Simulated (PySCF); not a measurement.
**O²⁺: excitation energy**

O²⁺ [He] 2s2 2p2 (3P) → O²⁺ [He] 2s1 2p2 3s1 (5P), as a difference of total energies. Computed with PySCF 2.14 in x2c-QZVPPall with one added diffuse shell each of s, p, d, f type (8s5p4d3f1g, 73 functions), with scalar relativity by spin-free X2C-1e. Correlated levels: valence and next inner shell: nothing frozen. The calculations carry no spin-orbit coupling.

| method | excitation energy (eV) |
| --- | --- |
| UHF | 39.752 |
| MP2 (valence and next inner shell) | 41.452 |
| SCS-MP2 (valence and next inner shell) | 41.910 |
| CCSD (valence and next inner shell) | 41.845 |
| CCSD(T) (valence and next inner shell) | 41.886 |

**Question.** How much does correlation contribute at CCSD(T) (valence and next inner shell)?

**Answer.** 41.886 − (39.752) = 2.134 eV, measured against UHF.

The promoted electron is Rydberg-like, and one or two diffuse shells describe it only roughly, which tends to raise the upper state.
